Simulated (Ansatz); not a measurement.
Ansatz (a program for electronic structure) input (wB97M-V/aug-cc-pV(T+d)Z): A basis named .json is the Basis Set Exchange file of that set (core-valence sets with the plain set on hydrogen).

Ansatz 0.2 input:
```yaml
crystal:
  periodic: [false, false, false]
  atoms:
    - {symbol: F, position_ang: [-1.21299123, -0.50470806, 0.01613613]}
    - {symbol: S, position_ang: [-0.00574452, 0.55322190, 0.00745691]}
    - {symbol: F, position_ang: [1.22320370, -0.47879753, -0.02939285]}
basis:
  gaussian:
    orbitals: aug-cc-pV_T+d_Z.json
hamiltonian:
  xc: {name: wB97M-V}
accuracy: high
magnetization: {spin_polarized: false}
```

Output:

```
Functional definition: wB97M-V
integrals: 0.38 GiB planned
2228 factors; integrals over basis functions are off by at most 3.1e-9 eV
integrals: 0.50 GiB planned
353 factors; integrals over basis functions are off by at most 1.4e-9 eV
mean field: 1.40 GiB planned
mean field evaluation 1: about -16266.8879 eV, gradient 3.5e1 eV
mean field evaluation 2: about -16266.5368 eV, gradient 4.1e1 eV
mean field evaluation 4: about -16268.7060 eV, gradient 5.6e-1 eV
mean field evaluation 8: about -16268.8052 eV, gradient 3.4e-2 eV
mean field evaluation 16: about -16268.8052 eV, gradient 4.3e-5 eV
mean field -16268.80519879 eV, -597.8675636632 hartree, gradient 5.2e-8 eV, S^2 0.000000; 0 other end points of the search recorded, 0 dependent functions left out
reference -16268.80520436 eV, -597.8675638680 hartree; 17, 17 occupied and 130, 130 virtual orbitals, 2228 factors
Total energy: -16268.80520436 eV, -597.8675638680 hartree
```
